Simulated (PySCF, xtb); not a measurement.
C₃H₅BN₂, SMILES C1B(N)C=NC=1.

GFN2-xTB (xtb 6.7.1) at its own geometry gives an orbital gap of 1.59 eV and a dipole moment of 4.41 D.

Coordinates come from a PBE-D3(BJ)/def2-SVP optimisation. This is a generated structure with no PubChem entry under its InChIKey; it may be hypothetical. One conformer was computed; it need not be the lowest.

What does PySCF with CAM-B3LYP/def2-TZVP give? (Estimate from the structure and the level; the computed values follow.)

gap 6.98 eV (levels -8.09 and -1.11 eV), dipole 3.82 D.
